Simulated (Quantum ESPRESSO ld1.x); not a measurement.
The numbers below are computed, except where a source is named.
Question: Coherent X-ray form factor from a spherical all-electron density. Level of theory: scalar-relativistic Kohn-Sham, LDA (Slater exchange, Perdew-Wang correlation), spin-polarised, spherical densities, point nucleus (ld1.x of Quantum ESPRESSO 7.5).

| sin(theta)/lambda (1/angstrom) | f0 (electrons) |
|---|---|
| 0.05 | 67.521 |
| 0.1 | 66.134 |
| 0.15 | 63.978 |
| 0.2 | 61.252 |
| 0.25 | 58.171 |
| 0.3 | 54.937 |
| 0.4 | 48.607 |
| 0.5 | 42.977 |
| 0.6 | 38.180 |
| 0.8 | 30.601 |
| 1 | 25.006 |
| 1.25 | 20.209 |
| 1.5 | 17.201 |
| 2 | 13.608 |

The species is in the configuration that NIST lists as its ground one. Which atom or ion scatters so?

Answer: The tantalum ion Ta5+, [Xe] 4f14. Extrapolating in s^2 from the first two rows gives f0(0) = 68.0, near the electron count 68; among species with that count, the fall with angle is slower the higher Z, and the table is that of Z = 73; from so few rows the species is fixed only to a neighbour or two.
